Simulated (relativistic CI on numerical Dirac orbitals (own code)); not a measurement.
## Er XXIV: computed level list

Calculated at this level of theory: Dirac-Coulomb-Breit CI, KLI orbitals optimised for each configuration, QED by a radiative potential, unscaled Slater integrals (own radial code, finite nucleus).

Configurations in the expansion (outside the closed core [Ar] 3d10): 4s²4p⁶4d⁹, 4s²4p⁵4d¹⁰, 4s²4p⁶4d⁸4f, 4s4p⁶4d¹⁰, 4s²4p⁵4d⁹4f, 4s²4p⁶4d⁸5s, 4s4p⁶4d⁹4f, 4s²4p⁶4d⁸5p, 4s²4p⁶4d⁷4f5s, 4s²4p⁶4d⁸5d, 4s²4p⁵4d⁹5s, 4s²4p⁶4d⁷5s5p, 4s²4p⁶4d⁸5f, 4s²4p⁵4d⁹5p, 4s²4p⁶4d⁸6s, 4s²4p⁶4d⁸5g, 4s²4p⁶4d⁸6p, 4s4p⁶4d⁸4f5s, 4s²4p⁵4d⁹5d, 4s²4p⁶4d⁸6d, 4s4p⁶4d⁹5s, 4p⁶4d¹⁰4f, 4s²4p⁶4d⁷5s², 4s²4p⁶4d⁶4f5s², 4s²4p⁵4d⁷4f5s², 4s4p⁶4d⁷4f5s², 4p⁶4d⁹4f², 4p⁵4d¹⁰4f², 4p⁶4d⁸4f³, 4p⁵4d⁹4f³, 4p⁶4d⁸4f²5s. Double excitations out of closed p, d and f shells are left out; levels of such configurations are missing from the list, as are those of other unlisted configurations, and high levels can miss mixing partners. These lack a partner that the ground configuration has and come out too high: 4s²4p⁶4d⁸5p, 4s²4p⁶4d⁸5d, 4s²4p⁵4d⁹5s, 4s²4p⁶4d⁸5f, 4s²4p⁵4d⁹5p.

The lowest level is 4s²4p⁶4d⁹ ²D5/2, with 100 % of that term; Hund's rules for 4s²4p⁶4d⁹ give ²D with J = 5/2, in agreement.

```
No.  Configuration  Term     J  E (cm⁻¹)    %        jj configuration (%)
  1      4s²4p⁶4d⁹    ²D   5/2         0  100               4d5/2^5 (100)
  2      4s²4p⁶4d⁹    ²D   3/2     80456  100       4d3/2^3 4d5/2^6 (100)
  3     4s²4p⁵4d¹⁰   ²P°   3/2   1199461   77                4p3/2^3 (77)
  4      4d⁸(3F)4f   ⁴F°   5/2   1299369   37          4d5/2^4 4f5/2 (96)
  5      4d⁸(3F)4f   ⁴F°   7/2   1302327   59          4d5/2^4 4f5/2 (74)
  6      4d⁸(3F)4f   ⁴D°   3/2   1311863   33          4d5/2^4 4f5/2 (84)
  7      4d⁸(3F)4f   ⁴F°   9/2   1316596   71          4d5/2^4 4f7/2 (52)
  8      4d⁸(1D)4f   ²F°   5/2   1322381   33          4d5/2^4 4f5/2 (70)
  9      4d⁸(1G)4f   ²P°   1/2   1329243   51          4d5/2^4 4f7/2 (94)
 10      4d⁸(3F)4f   ⁴I°  13/2   1329788   44          4d5/2^4 4f5/2 (90)
 11      4d⁸(3F)4f   ⁴I°  15/2   1332496   90          4d5/2^4 4f7/2 (98)
 12      4d⁸(3F)4f   ⁴D°   7/2   1336513   55          4d5/2^4 4f7/2 (56)
 13      4d⁸(3F)4f   ⁴H°  11/2   1337287   46          4d5/2^4 4f5/2 (73)
 14      4d⁸(3P)4f   ⁴F°   3/2   1344783   31          4d5/2^4 4f5/2 (50)
 15      4d⁸(3F)4f   ⁴H°  13/2   1345219   64          4d5/2^4 4f7/2 (90)
 16      4d⁸(3F)4f   ²G°   9/2   1346464   40          4d5/2^4 4f5/2 (60)
 17      4d⁸(3P)4f   ⁴G°  11/2   1363184   38          4d5/2^4 4f7/2 (70)
 18      4d⁸(1D)4f   ²G°   7/2   1365404   49          4d5/2^4 4f5/2 (57)
 19      4d⁸(1D)4f   ²H°   9/2   1367179   26          4d5/2^4 4f5/2 (72)
 20      4d⁸(3P)4f   ⁴F°   3/2   1370263   56  4d3/2^3 4d5/2^5 4f5/2 (77)
 21      4d⁸(3F)4f   ⁴D°   1/2   1370612   47          4d5/2^4 4f5/2 (71)
 22      4d⁸(3F)4f   ⁴P°   5/2   1373229   34          4d5/2^4 4f7/2 (44)
 23      4d⁸(3F)4f   ²P°   3/2   1379809   34          4d5/2^4 4f5/2 (44)
 24      4d⁸(1D)4f   ²G°   9/2   1383709   31          4d5/2^4 4f7/2 (73)
 25      4d⁸(3F)4f   ⁴G°   7/2   1385602   60  4d3/2^3 4d5/2^5 4f5/2 (56)
 26      4d⁸(3F)4f   ⁴D°   1/2   1386758   36  4d3/2^3 4d5/2^5 4f5/2 (81)
 27      4d⁸(1D)4f   ²D°   5/2   1388773   33  4d3/2^3 4d5/2^5 4f5/2 (57)
 28      4d⁸(3F)4f   ⁴D°   3/2   1394454   35  4d3/2^3 4d5/2^5 4f5/2 (64)
 29      4d⁸(1D)4f   ²H°  11/2   1396960   47          4d5/2^4 4f7/2 (83)
 30      4d⁸(3P)4f   ⁴F°   5/2   1402324   40          4d5/2^4 4f7/2 (38)
 31      4d⁸(3F)4f   ⁴P°   1/2   1404856   43  4d3/2^3 4d5/2^5 4f7/2 (90)
 32      4d⁸(3F)4f   ²G°   9/2   1405492   49  4d3/2^3 4d5/2^5 4f7/2 (46)
 33      4d⁸(3F)4f   ⁴I°  11/2   1405718   49  4d3/2^3 4d5/2^5 4f5/2 (76)
 34      4d⁸(1D)4f   ²P°   3/2   1408684   36          4d5/2^4 4f7/2 (61)
 35      4d⁸(3P)4f   ⁴G°   5/2   1410634   37          4d5/2^4 4f5/2 (43)
 36      4d⁸(3F)4f   ²G°   7/2   1410697   33  4d3/2^3 4d5/2^5 4f7/2 (46)
 37      4d⁸(3F)4f   ⁴I°  13/2   1414675   53  4d3/2^3 4d5/2^5 4f7/2 (81)
 38      4d⁸(3F)4f   ⁴H°   9/2   1415055   36  4d3/2^3 4d5/2^5 4f5/2 (51)
 39      4d⁸(3F)4f   ⁴F°   7/2   1423330   37  4d3/2^3 4d5/2^5 4f7/2 (51)
 40      4d⁸(1G)4f   ²D°   5/2   1424922   55  4d3/2^3 4d5/2^5 4f5/2 (42)
 41      4d⁸(1G)4f   ²K°  13/2   1424984   64  4d3/2^3 4d5/2^5 4f5/2 (80)
 42      4d⁸(1G)4f   ²D°   3/2   1426412   35  4d3/2^3 4d5/2^5 4f7/2 (79)
 43      4d⁸(3P)4f   ⁴D°   1/2   1432192   48  4d3/2^3 4d5/2^5 4f5/2 (62)
 44      4d⁸(3F)4f   ²H°  11/2   1432459   48  4d3/2^3 4d5/2^5 4f7/2 (78)
 45      4d⁸(1G)4f   ²F°   7/2   1435056   54  4d3/2^3 4d5/2^5 4f7/2 (41)
 46      4d⁸(3P)4f   ²G°   9/2   1436447   34  4d3/2^3 4d5/2^5 4f5/2 (70)
 47      4d⁸(1G)4f   ²K°  15/2   1436534   90  4d3/2^3 4d5/2^5 4f7/2 (98)
 48      4d⁸(1G)4f   ²F°   7/2   1441465   52          4d5/2^4 4f7/2 (56)
 49      4d⁸(3P)4f   ²F°   5/2   1446435   41  4d3/2^3 4d5/2^5 4f7/2 (46)
 50      4d⁸(3F)4f   ²H°   9/2   1447993   25  4d3/2^3 4d5/2^5 4f7/2 (76)
 51      4d⁸(1G)4f   ²F°   5/2   1448703   46  4d3/2^3 4d5/2^5 4f7/2 (40)
 52      4d⁸(3P)4f   ⁴D°   3/2   1448968   49  4d3/2^3 4d5/2^5 4f7/2 (45)
 53      4d⁸(3P)4f   ⁴G°  11/2   1456318   50  4d3/2^3 4d5/2^5 4f7/2 (83)
 54      4d⁸(1G)4f   ²G°   7/2   1461389   61  4d3/2^3 4d5/2^5 4f5/2 (57)
 55      4d⁸(3P)4f   ⁴D°   5/2   1468340   60  4d3/2^3 4d5/2^5 4f5/2 (49)
 56      4d⁸(3P)4f   ⁴D°   7/2   1472418   29  4d3/2^3 4d5/2^5 4f5/2 (43)
 57      4d⁸(1G)4f   ²I°  11/2   1480264   68  4d3/2^3 4d5/2^5 4f5/2 (86)
 58      4d⁸(1G)4f   ²G°   9/2   1484671   50  4d3/2^3 4d5/2^5 4f7/2 (58)
 59      4d⁸(3P)4f   ²D°   3/2   1485761   48  4d3/2^3 4d5/2^5 4f5/2 (47)
 60      4d⁸(1G)4f   ²F°   7/2   1486340   31  4d3/2^3 4d5/2^5 4f7/2 (58)
 61      4d⁸(1G)4f   ²F°   5/2   1487586   47  4d3/2^3 4d5/2^5 4f5/2 (30)
 62      4d⁸(1G)4f   ²H°   9/2   1488338   31  4d3/2^3 4d5/2^5 4f7/2 (50)
 63      4d⁸(1G)4f   ²I°  13/2   1495574   95  4d3/2^3 4d5/2^5 4f7/2 (92)
 64      4d⁸(1G)4f   ²H°  11/2   1497332   62  4d3/2^3 4d5/2^5 4f7/2 (75)
 65      4d⁸(1D)4f   ²D°   3/2   1498776   55  4d3/2^2 4d5/2^6 4f5/2 (44)
 66      4d⁸(1G)4f   ²G°   9/2   1499927   61  4d3/2^3 4d5/2^5 4f7/2 (77)
 67      4d⁸(3F)4f   ²G°   7/2   1500038   54  4d3/2^2 4d5/2^6 4f5/2 (43)
 68      4d⁸(1D)4f   ²P°   1/2   1501523   53  4d3/2^2 4d5/2^6 4f5/2 (72)
 69      4d⁸(3P)4f   ²G°   7/2   1502055   55  4d3/2^3 4d5/2^5 4f5/2 (45)
 70      4d⁸(3P)4f   ²D°   5/2   1508199   69  4d3/2^3 4d5/2^5 4f7/2 (63)
```

Energies count from the lowest computed level; ° marks odd parity. Percentages are summed over parent terms; the parents shown are those of the largest component, closed shells are left out there. Filled j subshells are mostly left out of the jj labels.

The mean weight of the leading LS term, summed over parents, in these 70 levels is 50 %, and that of the leading jj configuration (from the same eigenvectors) 65 %, so jj coupling describes them better and the LS labels are nominal.

At this charge energies of transitions that change n are usually good to better than 1 %, and those within a shell (Δn = 0) to a few per cent.

LS names give the leading component of a level, which can be under half, so a name can repeat, a term be missing and a line seem to break the LS rules.
